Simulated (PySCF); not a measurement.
Mayer bond orders and bond lengths

Compound: 4-fluoroaniline, C6H6FN.
SMILES with atom numbers: `[NH2:1][c:2]1[cH:3][cH:4][c:5]([F:6])[cH:7][cH:8]1` (hydrogens: H9, H10 on N1; H11 on C3; H12 on C4; H13 on C7; H14 on C8)

Structure used (GFN2-xTB), in Å, numbered top down from 1:
```xyz
14
C6H6FN angstrom
N      2.2970   -0.2323    0.1060
C      0.9277   -0.0914    0.0280
C      0.3314    1.1577    0.2135
C     -1.0426    1.2914    0.2076
C     -1.8250    0.1679    0.0147
F     -3.1743    0.2953    0.0066
C     -1.2646   -1.0818   -0.1736
C      0.1102   -1.2066   -0.1672
H      2.8442    0.6012   -0.0323
H      2.6878   -1.0660   -0.3008
H      0.9566    2.0256    0.3637
H     -1.5109    2.2527    0.3485
H     -1.9022   -1.9385   -0.3245
H      0.5640   -2.1758   -0.3125
```

Bond orders from the PBE0/pcSseg-1 density (PySCF). Isolated species at its GFN2-xTB geometry, gas phase.

Task: How far do the computed orders between heavy atoms stray from the drawn ones?

Result: The largest departure is 0.156, at N1–C2 (drawn single, 1.156), counting aromatic bonds as 1.5. Drawn single, order above 1.12: N1–C2 (1.156). Drawn single, order below 0.88: C5–F6 (0.874). The bonds drawn aromatic range from 1.35 to 1.45.

Task: Set the Mayer orders of the bonds beside their lengths.

Result: 
```
  bond  drawn as  length (Å)  Mayer order
 N1–C2    single       1.379        1.156
 C2–C3  aromatic       1.396        1.348
 C3–C4  aromatic       1.381        1.446
 C4–C5  aromatic       1.383        1.428
 C5–F6    single       1.355        0.874
 C5–C7  aromatic       1.383        1.427
 C7–C8  aromatic       1.381        1.446
 C8–C2  aromatic       1.396        1.348
 N1–H9    single       1.007        0.940
N1–H10    single       1.007        0.940
C3–H11    single       1.080        0.955
C4–H12    single       1.079        0.945
C7–H13    single       1.079        0.945
C8–H14    single       1.080        0.955
```

Bonds between the same two heavy elements. C–C: lowest C2–C3 and C8–C2 (1.348, 1.396 Å), highest C3–C4 and C7–C8 (1.446, 1.381 Å). Bonds named together lie within 0.004.

Task: Sum the orders of all bonds at each heavy atom with more than one neighbour and set the sums beside the valence in the SMILES.

Result: N1 3.036 (drawn 3), C2 3.852 (drawn 4), C3 3.749 (drawn 4), C4 3.819 (drawn 4), C5 3.729 (drawn 4), C7 3.818 (drawn 4), C8 3.749 (drawn 4). Orders between atoms that aren't bonded are not in these sums.

The Mayer order sums products of elements of PS (density times overlap matrix) between the two atoms' basis functions, so it depends on the basis set.

The run behind these numbers computed NMR shieldings as well. On x86-64 server, one thread, shared host, this took 15 s.
